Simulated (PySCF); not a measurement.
C₃H₄BrCl. Atoms are numbered in the order given.

```xyz
9

Cl     1.2074     1.5694     0.0000
C     -0.2464     0.5579     0.0000
Br     0.1467    -1.3424     0.0000
C     -1.4482     1.0339     0.7616
C     -1.4482     1.0339    -0.7616
H     -2.0509     0.2761     1.2850
H     -1.3510     1.9980     1.2843
H     -2.0509     0.2761    -1.2850
H     -1.3510     1.9980    -1.2843
```

Geometry: PBE-D3(BJ)/def2-SVP.

Computed with r2SCAN/def2-TZVP (PySCF).

Isolated molecule, no solvent.

```yaml
total_energy: -3150.98232 hartree
point_group: Cs
highest_occupied_level: -6.77 eV
lowest_empty_level: -1.56 eV
orbital_gap: 5.22 eV
dipole_moment: 2.23 D
quadrupole, principal values (traceless, Buckingham form, about the centre of nuclear charge): -2.01, -0.80, 2.80 D·Å
mean_static_polarisability: 66.2 bohr³ (9.80 Å³)
polarisability_principal_values: 54.2, 67.4, 76.9 bohr³
```
